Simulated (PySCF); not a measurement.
# LDA on Mg (magnesium, neutral)

Configuration: [Ne] 3s1 4s1, 4s spin antiparallel (an excited configuration). All numbers are calculated (PySCF 2.14, the spin-free X2C one-electron Hamiltonian (Gaussian nucleus), in aug-cc-pCVTZ-DK with one added diffuse shell each of s, p, d, f type (9s8p6d4f, 91 functions)).

| Property | Result |
| --- | --- |
| Total energy | -199.4403 hartree |
| One-electron energy | -279.8051 hartree |
| Hartree (Coulomb) energy | 95.8612 hartree |
| Exchange-correlation energy | -15.4965 hartree |
| ⟨S²⟩ | 0.0000 |
| ⟨L²⟩ | 0.000 |
| Sum of ⟨r⟩ | 12.07 bohr |
| Sum of ⟨r²⟩ | 28.02 bohr² |
| Langevin diamagnetic susceptibility | -22.2 ×10⁻⁶ cm³/mol |

```json
{"shell": "1s α", "electrons": "1", "mean orbital energy (hartree)": "-46.04456", "rms radius, mean of both spins (bohr)": "0.152"}
{"shell": "1s β", "electrons": "1", "mean orbital energy (hartree)": "-46.04456", "rms radius, mean of both spins (bohr)": "0.152"}
{"shell": "2s α", "electrons": "1", "mean orbital energy (hartree)": "-2.91062", "rms radius, mean of both spins (bohr)": "0.770"}
{"shell": "2s β", "electrons": "1", "mean orbital energy (hartree)": "-2.91062", "rms radius, mean of both spins (bohr)": "0.770"}
{"shell": "2p α", "electrons": "3", "mean orbital energy (hartree)": "-1.71390", "rms radius, mean of both spins (bohr)": "0.784"}
{"shell": "2p β", "electrons": "3", "mean orbital energy (hartree)": "-1.71390", "rms radius, mean of both spins (bohr)": "0.784"}
{"shell": "3s α", "electrons": "1", "mean orbital energy (hartree)": "-0.17565", "rms radius, mean of both spins (bohr)": "3.40"}
{"shell": "4s β", "electrons": "1", "mean orbital energy (hartree)": "-0.17565", "rms radius, mean of both spins (bohr)": "3.40"}
```

The outer electron is Rydberg-like, and this basis confines it to a smaller radius and binds it less than a complete one would. With the s spin flipped the determinant is a mixture of two multiplicities, not a spectroscopic state.
